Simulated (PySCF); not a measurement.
VIF3 (doublet state).
Bonds: V1–I2, V1–F3, V1–F4, V1–F5.

Method used: PBE0-D3(BJ)/def2-SVP geometry optimisation, gas phase, def2 core potentials past Kr (PySCF).

(1) What internal coordinates does the optimisation give?

## Answers

(1) 
| bond | length (Å) |
| --- | --- |
| V1–I2 | 2.512 |
| V1–F3, V1–F5 | 1.695 |
| V1–F4 | 1.705 |

Bonds in one row agree within 0.01 Å and their mean is given. A selection of angles:
| angle | degrees |
| --- | --- |
| I2–V1–F3 | 106.8 |
| F3–V1–F4 | 106.9 |
| F3–V1–F5 | 121.0 |

V1 (vanadium bonded to 3 F and I) is distorted tetrahedral (angles from 106.6° to 121.0°).

Point group: near C3v, missed by 0.21 Å at most; the miss may be what the optimiser left on a soft mode (Cs holds within 0.08 Å). No frequency check. ⟨S²⟩ = 0.761 (exact for a doublet: 0.75).

Caution for open-shell metal species: one SCF solution and one stationary point were followed, and a lower state or a bent or distorted shape isn't ruled out.
